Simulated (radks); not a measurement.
Values are calculated unless marked as measured or tabulated.
Q: These are the eigenvalues of the occupied orbitals of an atom or ion with whole-number occupations (Ry). Level of theory: non-relativistic Kohn-Sham, PBE, spin-polarised, spherical densities, point nucleus (a radial shooting solver on a logarithmic mesh with Libxc functionals).

orbital  eigenvalue
1s up     -259.3731
1s down   -259.3544
2s up     -27.47900
2s down   -27.46311
2p up     -22.30201
2p down   -22.27872
3s up      -4.15747
3s down    -4.06258
3p up      -2.92371
3p down    -2.83428

Which element is it, and in what charge state? The configuration may be excited. Open shells, if any, are filled with parallel spins first.

A: Z = 19, potassium, charge +2: K2+ in [Ne] 3s2 3p5. The list shows which subshells hold electrons but not how many an open one holds; the 1s level, -129.69 hartree, gives Z - s = 16.1 by -(Z - s)^2/2, which with screening narrows Z to a few neighbours, and the depths of the outer levels then fix element, charge and occupations together.
